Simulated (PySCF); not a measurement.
## Electric field gradients and quadrupole coupling constants

Species: C5H3F5O.
SMILES with atom numbers: `[F:1][C:2]1=[CH:3][C@:4]([F:5])([C:6]([F:7])([F:8])[F:9])[O:10][CH2:11]1` (hydrogens: H12 on C3; H13, H14 on C11)

Geometry (PBE0-D3(BJ)/def2-SVP, Å), atoms numbered from 1 in this order:
```
atom  x, y, z in Å
F1     2.1046    1.9837   -0.4500
C2     1.1849    1.0494   -0.3994
C3    -0.1011    1.1728   -0.0901
C4    -0.7041   -0.1867   -0.2379
F5    -1.6477   -0.2066   -1.2277
C6    -1.4134   -0.7040    1.0234
F7    -2.3889    0.1332    1.3769
F8    -0.5454   -0.7757    2.0297
F9    -1.9372   -1.9044    0.8293
O10    0.3281   -1.0545   -0.5468
C11    1.5428   -0.3636   -0.7175
H12   -0.6572    2.0691    0.1734
H13    1.9245   -0.4717   -1.7483
H14    2.3039   -0.7618   -0.0245
```

Field gradients from the PBE0/pcSseg-1 density (PySCF, non-relativistic), principal values in atomic units, ordered |Vxx| ≤ |Vyy| ≤ |Vzz|:

| atom | Vxx | Vyy | Vzz |
| --- | --- | --- | --- |
| O10 | -0.1239 | -1.9047 | 2.0286 |

Q: Find the asymmetry η = (Vxx − Vyy)/Vzz and the couplings χ = eQV/h (234.96 MHz × Q in barn × V in au), with Q(17O) = −0.0256 b.

A: 
```json
{"atom": "O10", "environment": "cyclic ether oxygen", "nucleus": "17O", "η": "0.88", "χzz (MHz)": "-12.20", "χxx (MHz)": "0.75", "χyy (MHz)": "11.46"}
```

Q: What is Vzz at O10 in SI units (1 au = 9.71736 × 10²¹ V/m²)?

A: 2.0286 au = 19.713 × 10²¹ V/m².

Q: And the gradient at the other heavy atoms, for which no coupling is worked out here?

A: 
```csv
atom,environment,Vzz (au),η
F1,vinyl fluorine,2.910,0.19
C2,vinylic C–F carbon,-0.437,0.48
C3,alkene CH carbon,-0.128,0.78
C4,sp3 C–F carbon,-0.367,0.90
F5,alkyl fluorine,2.943,0.07
C6,CF3 carbon,-0.441,0.04
F7,fluorine of a CF3 group,2.885,0.02
F8,fluorine of a CF3 group,2.886,0.02
F9,fluorine of a CF3 group,2.918,0.02
C11,sp3 carbon bound to oxygen,0.393,0.23
```

Q: What couplings would deuterons (Q(2H) = 0.00286 b) have in place of the hydrogens, at this geometry?

A: 
```json
{"atom": "H12", "bonded to": "C3", "bond length (Å)": "1.087", "Vzz (au)": "0.3136", "η": "0.07", "χzz (kHz)": "211"}
{"atom": "H13", "bonded to": "C11", "bond length (Å)": "1.105", "Vzz (au)": "0.2716", "η": "0.06", "χzz (kHz)": "182"}
{"atom": "H14", "bonded to": "C11", "bond length (Å)": "1.104", "Vzz (au)": "0.2729", "η": "0.06", "χzz (kHz)": "183"}
```

Geometry: PBE0-D3(BJ)/def2-SVP; no solvent, vibrations or thermal averaging. With a basis this small, the couplings can be 20 % off.
